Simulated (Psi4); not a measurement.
AgCl, triplet, geometry from GFN2-xTB (such geometries of metal compounds can be far from the true shape) (the multiplicity is a formal guess) (all electrons, no relativity); Psi4 1.11 with CAM-B3LYP/3-21G.

The Psi4 input:
```
memory 2 GB

molecule {
0 3
Ag   -0.00000000   -0.00000000   -0.65923567
Cl    0.00000000    0.00000000    1.82259273
}

set {
  basis 3-21g
  reference uks
  scf_type pk
}

energy('cam-b3lyp')
print_variables()
```

Output, abridged:

```
   => Loading Basis Set <=

    Name: 3-21G
    Role: ORBITAL
    Keyword: BASIS

         ---------------------------------------------------------
                                   SCF
               by Justin Turney, Rob Parrish, Andy Simmonett
                          and Daniel G. A. Smith
                              UKS Reference
         ---------------------------------------------------------

  ==> Geometry <==

    Molecular point group: c2v
    Full point group: C_inf_v

    Geometry (in Angstrom), charge = 0, multiplicity = 3:

       Center              X                  Y                   Z               Mass
    ------------   -----------------  -----------------  -----------------  -----------------
         AG           0.000000000000     0.000000000000    -0.611716916315   106.905091600000
         CL           0.000000000000     0.000000000000     1.870111483685    34.968852682000

  Running in c2v symmetry.

  Rotational constants: A = ************  B =      0.10387  C =      0.10387 [cm^-1]
  Rotational constants: A = ************  B =   3113.84198  C =   3113.84198 [MHz]
  Nuclear repulsion =  170.363346364047544

  Charge       = 0
  Multiplicity = 3
  Electrons    = 64
  Nalpha       = 33
  Nbeta        = 31

  ==> Algorithm <==

  SCF Algorithm Type is PK.
  DIIS enabled.
  MOM disabled.
  Fractional occupation disabled.
  Guess Type is SAD.
  Energy threshold   = 1.00e-06
  Density threshold  = 1.00e-06
  Integral threshold = 1.00e-12

  ==> Primary Basis <==

  Basis Set: 3-21G
    Blend: 3-21G
    Number of shells: 21
    Number of basis functions: 52
    Number of Cartesian functions: 52
    Spherical Harmonics?: false
    Max angular momentum: 2

  ==> DFT Potential <==

   => LibXC <=

    Version 7.1.2
    S. Lehtola, C. Steigemann, M. J. T. Oliveira, and M. A. L. Marques,  SoftwareX 7, 1–5 (2018) (10.1016/j.softx.2017.11.002)

   => Composite Functional: CAM-B3LYP <=

    CAM-B3LYP Hyb-GGA Exchange-Correlation Functional

    T. Yanai, D. P. Tew, and N. C. Handy,  Chem. Phys. Lett. 393, 51 (2004) (10.1016/j.cplett.2004.06.011)

    Deriv               =              1
    GGA                 =           TRUE
    Meta                =          FALSE

    Exchange Hybrid     =           TRUE
    MP2 Hybrid          =          FALSE

   => Exchange Functionals <=

    0.3500         Becke 88 [omega = 0.3300]
    0.4600   Short-range recipe for B88 functional - erf [omega = 0.3300]

   => Exact (HF) Exchange <=

[...]
   @S^2 Expected:                2.000000000E+00
   @S^2 Observed:                2.002440952E+00
   @S   Expected:                1.000000000E+00
   @S   Observed:                1.000000000E+00

    Orbital Energies [Eh]
    ---------------------

    Alpha Occupied:

[...]
    Alpha Virtual:

[...]
      27A1   195.464008

    Beta Occupied:

[...]
      16A1    -0.377820

    Beta Virtual:

[...]
    Final Occupation by Irrep:
             A1    A2    B1    B2
    DOCC [    16,    2,    6,    7 ]
    SOCC [     1,    0,    1,    0 ]
    NA   [    17,    2,    7,    7 ]
    NB   [    16,    2,    6,    7 ]

  @UKS Final Energy: -5634.39705105964549

   => Energetics <=

    Nuclear Repulsion Energy =            170.3633463640475441
    One-Electron Energy =               -8128.3145045188803124
    Two-Electron Energy =                2460.0097734560567915
    DFT Exchange-Correlation Energy =    -136.4556663608693441
    Empirical Dispersion Energy =           0.0000000000000000
    VV10 Nonlocal Energy =                  0.0000000000000000
    Total Energy =                      -5634.3970510596454915

  UHF NO Occupations:
  HONO-2 :    6 B1 1.9991412
  HONO-1 :   17 A1 1.0000000
  HONO-0 :    7 B1 1.0000000
  LUNO+0 :    8 B1 0.0008588
  LUNO+1 :   18 A1 0.0002402
  LUNO+2 :    8 B2 0.0000439
  LUNO+3 :    9 B2 0.0000330

Computation Completed

Properties will be evaluated at   0.000000,   0.000000,   0.000000 [a0]

Properties computed using the SCF density matrix

 Multipole Moments:

 ------------------------------------------------------------------------------------
     Multipole            Electronic (a.u.)      Nuclear  (a.u.)        Total (a.u.)
 ------------------------------------------------------------------------------------

 L = 1.  Multiply by 2.5417464519 to convert [e a0] to [Debye]
 Dipole X            :          0.0000000            0.0000000            0.0000000
 Dipole Y            :          0.0000000            0.0000000            0.0000000
 Dipole Z            :         -5.4418117            5.7470354            0.3052237
 Magnitude           :                                                    0.3052237

 ------------------------------------------------------------------------------------

  Variable Map:
  ----------------------------------------------------------------------------
[...]
  Array Variable Map:
  ----------------------------------------------------------------------------
[...]
[...]
```
